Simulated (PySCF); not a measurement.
Species: C5H10NP.
Structure used (GFN2-xTB), in Å, numbered top down from 1:
```
atom  x, y, z in Å
C1    -2.073    0.914    0.654
C2    -1.005    0.522   -0.358
C3    -0.522   -0.913   -0.150
P4     0.586   -1.201    1.326
C5     2.270   -0.851    0.548
C6     2.363    0.474    0.019
N7     2.411    1.546   -0.380
H8    -2.957    0.290    0.535
H9    -1.706    0.791    1.672
H10   -2.362    1.952    0.517
H11   -0.163    1.214   -0.295
H12   -1.420    0.603   -1.365
H13    0.021   -1.269   -1.031
H14   -1.388   -1.571   -0.024
H15    0.466    0.081    1.877
H16    2.450   -1.590   -0.238
H17    3.022   -0.981    1.332
```

Level of theory: TDDFT PBE0/def2-SVPD, vertical, gas phase, core orbitals frozen in the response (PySCF 2.14.0, density-fitted response routines).

Computed states:

```tsv
state	E (eV)	f
S1	6.06	0.060
S2	6.50	0.077
S3	6.70	0.054
S4	7.07	0.011
S5	7.32	0.023
S6	7.47	0.028
S7	7.55	0.026
S8	7.67	0.0008
```

Each state is given a Gaussian of 0.3 eV full width at half maximum, with ε(max) = 2.175×10⁸ f / Δν̃ (Δν̃ the width in cm⁻¹). The cross-section is σ = 3.8235×10⁻²¹ ε cm², given in Mb (10⁻¹⁸ cm²). The width is an assumption, not a result. The curve ends short of the highest state used, and states not computed would add to its high-energy end.

(1) Give the broadened spectrum and its maxima.

(2) Coming from long wavelengths, where does ε first pass 100 L mol⁻¹ cm⁻¹?

(3) On this curve, what absorbance would a 10⁻³ mol/L sample give at 193 nm over a 1 cm path?

Results:

(1) 
```tsv
λ (nm)	σ (Mb)
175.4	5.18
176.7	4.78
178.0	5.11
179.3	6.67
180.6	9.82
181.9	14.35
183.2	19.52
184.5	24.46
185.8	28.59
187.1	31.63
188.4	33.32
189.7	33.25
191.0	31.06
192.3	26.89
193.6	21.56
194.9	16.34
196.2	12.46
197.5	10.70
198.8	11.18
200.1	13.41
201.4	16.44
202.7	19.17
204.0	20.67
205.3	20.44
206.6	18.52
207.9	15.41
209.2	11.80
210.5	8.35
211.8	5.47
213.1	3.33
214.4	1.89
215.7	1.00
217.0	0.49
218.3	0.23
219.6	0.10
220.9	0.04
```

Maxima: 204 nm (6.06 eV), ε about 5400, made up of S1 (100%); 189 nm (6.56 eV), ε about 8800, made up of S2 (71%) and S3 (29%) (ε in L mol⁻¹ cm⁻¹; maxima over ε = 5, shares over 10%). At its high-energy end, 7.07 eV, the curve is still rising (ε about 1400, from S4 and S5).

(2) At about 217 nm (5.70 eV), 0.36 eV below S1.

(3) 193 nm is 6.424 eV, where ε is about 6300 L mol⁻¹ cm⁻¹, so A = ε c l ≈ 6.3 (Beer–Lambert, with the gas-phase spectrum and the assumed width).

On an Arm Neoverse V1 with one thread, no GPU, shared host, this took 46 s wall.

One conformer stands for the species.
